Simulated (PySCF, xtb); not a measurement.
1-hydroxysiletane (C3H8OSi), SMILES [SiH]1(O)CCC1.

GFN2-xTB (xtb) at its own geometry gives an orbital gap of 5.34 eV and a dipole moment of 1.72 D.

Coordinates come from a PBE-D3(BJ)/def2-SVP optimisation. The values are those of a single conformer.

Problem. What does M06-2X/def2-TZVP (PySCF) give? (The exact figures need the calculation; the answer reports its results.)

Solution. gap 10.08 eV (levels -8.96 and 1.12 eV), dipole 1.10 D.
